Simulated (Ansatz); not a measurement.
One change: `[In][I]` becomes `[F][In]`.

Ansatz, PBE0-D4/def2-TZVP geometries, multiplicity 1. 

Elements past krypton have def2 core potentials. Outer-core shells of I, In are correlated without core-valence functions. Spin–orbit coupling is left out.

```csv
property,`[In][I]`
LUMO energy (ωB97M-V/def2-TZVPP) / eV,-0.48
HOMO–LUMO gap (PBE/def2-TZVPP) / eV,3.34
LUMO energy (PBE/def2-TZVPP) / eV,-2.60
zero-point energy (PBE0-D4/def2-TZVP) / kJ/mol,1.0
LUMO energy (PBE0/def2-TZVPP) / eV,-1.97
vertical ionisation energy (CCSD(T)/def2-TZVPP) / eV,8.78
```

**Question.** Give the same properties after the change, and the shifts. (Best estimate.)

**Answer.** The calculation gave: 
| property | `[F][In]` | shift |
| --- | --- | --- |
| LUMO energy (ωB97M-V/def2-TZVPP) / eV | -0.11 | 0.37 |
| HOMO–LUMO gap (PBE/def2-TZVPP) / eV | 4.25 | 0.91 |
| LUMO energy (PBE/def2-TZVPP) / eV | -2.20 | 0.40 |
| zero-point energy (PBE0-D4/def2-TZVP) / kJ/mol | 3.2 | 2.2 |
| LUMO energy (PBE0/def2-TZVPP) / eV | -1.57 | 0.40 |
| vertical ionisation energy (CCSD(T)/def2-TZVPP) / eV | 10.02 | 1.24 |

With PBE0 the HOMO falls by 0.70 eV and the LUMO rises by 0.40 eV, so the gap widens by about 1.10 eV. PBE moves the HOMO by -0.51 eV and ωB97M-V by -0.94 eV.
